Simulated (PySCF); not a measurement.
Computed properties of Si(H)(NCO)(OH)2 (CH3NO3Si), SMILES O=C=N[SiH](O)O

Si(H)(NCO)(OH)2 (CH₃NO₃Si), SMILES [SiH](O)(O)N=C=O. Geometry: B3LYP-D3(BJ)/def2-SVP. This is a generated structure with no PubChem entry under its InChIKey; it may be hypothetical. Other conformers were not sampled. All values are computed for the isolated molecule unless a solvent is named; none is compared with measurement here.

**Structure.** All 21 harmonic modes at B3LYP-D3(BJ)/def2-SVP (PySCF) are real, so it is a minimum. With heavy atoms numbered as in [SiH:1]([OH:2])([OH:3])[N:4]=[C:5]=[O:6], the shortest bond between them is C5–O6 at 1.171 Å and the longest Si1–N4 at 1.731 Å.

**Vibrations.** The strongest infrared lines (harmonic, unscaled, degenerate partners summed) lie at 2446 cm⁻¹ (1389 km/mol, C 69 %, N 18 %, O 12 %), 886 cm⁻¹ (360 km/mol, H 61 %, Si 20 %, O 19 %), 983 cm⁻¹ (235 km/mol, Si 48 %, O 36 %, H 16 %). The softest mode is at 53 cm⁻¹ and the zero-point energy is 32.2 kcal/mol.

**Electronic structure.** CAM-B3LYP/def2-TZVP (PySCF) places the frontier levels at -10.29 and 1.16 eV, a gap of 11.45 eV, and gives a dipole moment of 1.67 D and a mean polarisability of 49.0 bohr³. PBE/def2-TZVP (PySCF) at the same geometry gives -7.41 and -0.67 eV, so its gap is 4.71 eV narrower. An orbital gap is neither the optical nor the fundamental gap.

**Excitations.** TDDFT-PBE0/def2-SVPD (PySCF) has S1 at 7.25 eV (171 nm, f = 0.001, dark); the most intense of the 10 singlets computed lies at 8.53 eV (f = 0.23). T1 (TDA) is at 6.56 eV. TDDFT-PBE/def2-SVPD (PySCF) puts S1 at 6.62 eV. No vertical singlet excitation falls in the visible range (under 3.1 eV).

**NMR.** GIAO shifts at KT2/pcSseg-1 (PySCF) (non-relativistic, atoms alike by connectivity averaged): ¹³C at 117.0 ppm against TMS; ¹H from 2.2 to 5.0 ppm against TMS; ²⁹Si at -63.0 ppm against TMS.

**Solvation.** SMD-ωB97X/6-31G* (PySCF) gives -6.3 kcal/mol in water, -4.9 kcal/mol in chlorobenzene, -7.1 kcal/mol in ethanol (1 M in both phases, gas-phase geometry); of these solvents ethanol holds the molecule best.
